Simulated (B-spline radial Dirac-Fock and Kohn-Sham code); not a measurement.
# Satellites and hypersatellites of the K lines of Re⁵⁷⁺

System: Re⁵⁷⁺, configuration 1s2 2s2 2p6 3s2 3p6.

Method: Dirac-Fock energy differences between relaxed states, corrected for Breit and QED terms. Computed with a radial finite-basis atomic code. Each two-hole energy is an average over J within one jj subconfiguration, not an observable level; in light atoms, where LS coupling holds, the j-resolved values are not observed lines, and for a K spectator the Kα1 hypersatellite is nearly forbidden. No correlation.

Lines without a spectator: Kα2 (K-L2) 59812.1 eV, Kα1 (K-L3) 61261.8 eV, Kβ3 (K-M2) 69664.2 eV, Kβ1 (K-M3) 70036.7 eV. Shifts in eV with one spectator hole (a dash: not computed, or left out as unreliable):

```
spectator hole      Kα2      Kα1      Kβ3      Kβ1
        K (1s)  +1004.6  +1084.0  +1313.8  +1335.0
    L2 (2p1/2)   +134.3   +181.2        –   +351.0
    L3 (2p3/2)   +101.8   +112.6   +265.8        –
    M2 (3p1/2)        –    +36.0    +73.7    +85.5
    M3 (3p3/2)   +20.60        –    +64.4    +66.0
```
